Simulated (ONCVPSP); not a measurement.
# Potentials for beryllium compared

Generated with ld1.x 7.5 (TM, RRKJ, ultrasoft, PAW), atompaw 4.2 or ONCVPSP 4.0.1. The cutoff is in Ry: for ld1.x and atompaw files where the sum of valence levels is converged to 10 mRy in a Bessel basis, for ONCV files where the hardest occupied wave has 1 mHa per electron of residual kinetic energy. The error is the largest all-electron minus pseudo excitation energy over each file’s own four to seven test configurations (ionisations up to +4, promotions, holes and added fractions of an electron), all of which were solved. The labels leave out finer settings (local radius, basis sizes, second energies), which also bear on the numbers. Spin-polarised tests are not counted. The rows are a selection from randomly drawn settings: files with unsolved tests, undetermined cutoffs or missed reference levels are left out.

```csv
potential,cutoff (Ry),largest error (meV),bound ghosts
"ONCV, PBE, scalar-relativistic, rc 0.85/0.80 (sp), local smoothed, core correction no, reference 1s2 2s2, qcut 17.4/12.2, projectors 2/2",181,+1034,none
"ONCV, LDA (Perdew-Zunger), scalar-relativistic, rc 0.65/0.55 (sp), local smoothed, core correction no, reference 1s2 2s2, qcut 16.6/14.7, projectors 3/2",217,+2.6,none
"ONCV, PBE, scalar-relativistic, rc 0.90/0.95 (sp), local smoothed, core correction no, reference 1s2 2s2, qcut 13.4/7, projectors 2/1",138,+4.9,none
"ONCV, LDA (Perdew-Zunger), scalar-relativistic, rc 0.80/0.75/0.85 (spd), local p, core correction no, reference 1s2 2s2, qcut 19.5/9/10.5, projectors 3/0/2",216,+699,none
"ONCV, BLYP, scalar-relativistic, rc 0.85/4.00 (sp), local smoothed, core correction no, reference 1s2 2s1.5 2p0.5, qcut 18.3/2.8, projectors 2/3",193,+160,none
```

Q: Fill in the row for Be: ONCV, PBE, non-relativistic, rc 1.60/1.40 (sp), local p, core correction yes, reference 2s2, qcut 4.6/6.5, projectors 2/0.

A: cutoff 13 Ry, largest error +24 meV, bound ghosts: none.

Q: Fill in the row for Be: ONCV, LDA (Perdew-Wang 92), scalar-relativistic, rc 0.70/0.60 (sp), local smoothed, core correction no, reference 1s2 2s1.75, qcut 22/11.5, projectors 2/2.

A: cutoff 272 Ry, largest error +2.0 meV, bound ghosts: none.
